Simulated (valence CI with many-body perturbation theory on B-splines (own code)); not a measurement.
**Tm XXIX in brief**

Level of theory: relativistic CI+MBPT: five valence electrons over a frozen Dirac-Fock core [Kr], a basis of 7 s, 7 p, 8 d, 6 f, 4 g, 1 h functions for each j, with the one-electron correlation potential Σ1, the two-electron term Σ2, the three-electron term Σ3, Breit, model QED; selected CI, second order for the rest, scaled by the run's own slope (own B-spline code, finite nucleus).

No measured spectrum was set against this ion. As an estimate, large intervals hold to a few tenths of a per cent, small ones and those within an open d or f shell to about a per cent. Among the levels kept, up to 440 cm⁻¹ of a level comes from second order outside the variational space, and about a tenth of that is noise between levels of different J, which matters for small intervals. Only levels of the ground parity were solved; by the run's estimate the other parity begins above the list, which can be wrong where configurations are misplaced.

Levels are named by their leading jj configuration (3d3/2^4 stands for four electrons in 3d with j = 3/2), which in mixed levels can hold well under half, so a name can repeat and another be missing.

Rates and lifetimes use the calculated energies. Strong lines usually hold to 10 to 20 %, long lifetimes can be off by a factor of two.

What is the ground level?

(4d3/2^4 4d5/2) J=5/2, composition 30 % 4d5 4P + 26 % 4d5 6S + 17 % 4d5 2D, g = 1.481.

What is the ionisation energy?

1051.3 eV; NIST lists 1050 ± 4 eV (theoretical).

How well does LS coupling describe the low levels?

Among the lowest 20 levels the leading LS term, summed over configurations, holds 49 % on average. For single configurations the figures are 49 % in LS and 90 % in jj coupling. Terms mix most in the J = 5/2 level at 0.000 eV, where the leading one holds 30 %.
